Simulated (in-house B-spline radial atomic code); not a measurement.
# Fe IX (Fe8+): [Ne] 3s2 3p6

Method: non-relativistic BLYP, spin-polarised, spherical fractional occupations, point nucleus. Calculated with a radial B-spline atomic code at the basis-set limit.

Effective charges: Z_r = [3n² - l(l+1)]/(2<r>) from the radius, Z_e = n√(-2ε) from the energy, and Slater's rules. Values are occupation-weighted means over spin.

```csv
shell,electrons,ε (eV),<r> (bohr),Z_r,Z_e,Slater
1s,2,-7116.3,0.05916,25.36,22.87,25.70
2s,2,-992.18,0.2696,22.26,17.08,21.85
2p,6,-881.74,0.2363,21.16,16.10,21.85
3s,2,-253.46,0.754,17.90,12.95,14.75
3p,6,-219.81,0.7619,16.41,12.06,14.75
```

The least bound orbital is 3p at -219.8 eV, and it is also the most diffuse (<r> = 0.7619 bohr).
